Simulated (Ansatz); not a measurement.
Ansatz (a quantum-chemistry and plane-wave program) input (MP2/def2-TZVP):

Ansatz 0.2 input:
```yaml
crystal:
  periodic: [false, false, false]
  atoms:
    - {symbol: Si, position_ang: [-0.00000000, -0.00000000, -1.03359826]}
    - {symbol: S, position_ang: [0.00000000, 0.00000000, 0.90439848]}
basis:
  gaussian:
    orbitals: def2-TZVP
magnetization: {spin_polarized: false}
correlation: {method: mp2, electrons: outside_noble_gas}
relax: {f_tol: 0.003, max_steps: 100}
```

End of the output:

```
10 core orbitals not correlated
reference -18680.50784880 eV, -686.4960013404 hartree; 5, 5 occupied and 59, 59 virtual orbitals, 480 factors
densities: 0.09 GiB planned
second order -6.96509880 eV of doubles, -0.00000000 eV of singles
the calculation of the forces begins
relax step   1: F+E_penalty+E_count = -18687.47294760 eV  Δ(F+E_penalty+E_count) = +0.000e0 eV  max|allowed force component| = 1.140e-1 eV/Å  Δτ_max = 0.0000 Å  (49 SCF iters, accepted)
these checks for a lower state are left out or cut short: starts, cluster_reference, orbital_swaps, neighbouring_geometries, increment
integrals: 0.02 GiB planned
480 factors; integrals over basis functions are off by at most 3.1e-4 eV
mean field: 0.10 GiB planned
mean field evaluation 16: about -18680.5032 eV, gradient 1.8e-1 eV
mean field -18680.50331679 eV, -686.4958347920 hartree, gradient 2.7e-6 eV, S^2 0.000000; 0 other end points of the search recorded, 0 dependent functions left out
10 core orbitals not correlated
reference -18680.50331679 eV, -686.4958347920 hartree; 5, 5 occupied and 59, 59 virtual orbitals, 480 factors
densities: 0.09 GiB planned
second order -6.96982901 eV of doubles, -0.00000000 eV of singles
the calculation of the forces begins
relax step   2: F+E_penalty+E_count = -18687.47314579 eV  Δ(F+E_penalty+E_count) = -1.982e-4 eV  max|allowed force component| = 2.285e-2 eV/Å  Δτ_max = 0.0022 Å  (33 SCF iters, accepted)
these checks for a lower state are left out or cut short: starts, cluster_reference, orbital_swaps, neighbouring_geometries, increment
integrals: 0.02 GiB planned
480 factors; integrals over basis functions are off by at most 3.1e-4 eV
mean field: 0.10 GiB planned
mean field -18680.50412310 eV, -686.4958644236 hartree, gradient 1.4e-6 eV, S^2 0.000000; 0 other end points of the search recorded, 0 dependent functions left out
10 core orbitals not correlated
reference -18680.50412310 eV, -686.4958644236 hartree; 5, 5 occupied and 59, 59 virtual orbitals, 480 factors
densities: 0.09 GiB planned
second order -6.96903107 eV of doubles, -0.00000000 eV of singles
the calculation of the forces begins
mean field evaluation 32: about -18680.5041 eV, gradient 1.4e-6 eV
relax step   3: F+E_penalty+E_count = -18687.47315417 eV  Δ(F+E_penalty+E_count) = -8.376e-6 eV  max|allowed force component| = 4.897e-6 eV/Å  Δτ_max = 0.0004 Å  (30 SCF iters, accepted)
these checks for a lower state are left out or cut short: cluster_reference
integrals: 0.02 GiB planned
480 factors; integrals over basis functions are off by at most 3.1e-4 eV
mean field: 0.10 GiB planned
mean field -18680.50412310 eV, -686.4958644236 hartree, gradient 1.4e-6 eV, S^2 0.000000; 1 other end points of the search recorded, 0 dependent functions left out
10 core orbitals not correlated
reference -18680.50412310 eV, -686.4958644236 hartree; 5, 5 occupied and 59, 59 virtual orbitals, 480 factors
densities: 0.09 GiB planned
second order -6.96903107 eV of doubles, -0.00000000 eV of singles
the calculation of the forces begins
Total energy: -18687.47315417 eV, -686.7519715915 hartree
Atom 0 at     0.000000    -0.000000    -1.035416 Å, force     0.000000     0.000000    -0.000005 eV/Å
Atom 1 at    -0.000000     0.000000     0.906216 Å, force    -0.000000    -0.000000     0.000005 eV/Å
Dipole moment:     0.000000    -0.000000    -0.336857 e Å
Checks for a lower state left out: cluster_reference
```
